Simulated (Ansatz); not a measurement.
Gas-phase electronic energies from Ansatz, PBE0-D4/def2-TZVP geometries. CCSD(T)/CBS adds triple-zeta CCSD(T) − MP2 to the extrapolated MP2 energy (def2 sets, frozen cores). This one scheme is used for every species. Functionals use def2-TZVPP. HSE06 is defined as in plane-wave codes. One conformer a species, not always the lowest.

Consider the ligand exchange at a B–C bond: `BC(C)(F)[SiH3]` + `N=CCl` → `B/N=C\Cl` + `CC(F)[SiH3]`.

(1) Is it downhill or uphill in electronic energy at CCSD(T)/CBS, and by how much? (An estimate is asked.)

(2) What do these levels give: B97M-V, r2SCANh-D4, B2PLYP, HSE06, MP2/def2-SVP, SCS-MP2/def2-TZVPP? (Best estimate.)

Largest T1 diagnostic among the species: 0.014.

Answers

(1) Ansatz gave: Downhill: ΔE = -1.13 eV.

(2) The calculation gave: B97M-V -1.18, r2SCANh-D4 -1.18, B2PLYP -1.27, HSE06 -1.19, MP2/def2-SVP -1.30, SCS-MP2/def2-TZVPP -1.18 eV.

The D4 term adds +0.06 eV with B3LYP and +0.03 eV with PBE0; it sums over pairs of atoms, weighted by their polarisabilities, and B3LYP, whose exchange is more repulsive, gets the larger term. Leaving LDA and LC-ωPBE aside and taking each functional with its dispersion term where it has one, the values, not all of them listed here, spread over 0.17 eV, from BLYP-D4 to ωB97M-V.

B3LYP here is the variant with VWN-RPA as its local correlation; programs differ in this.
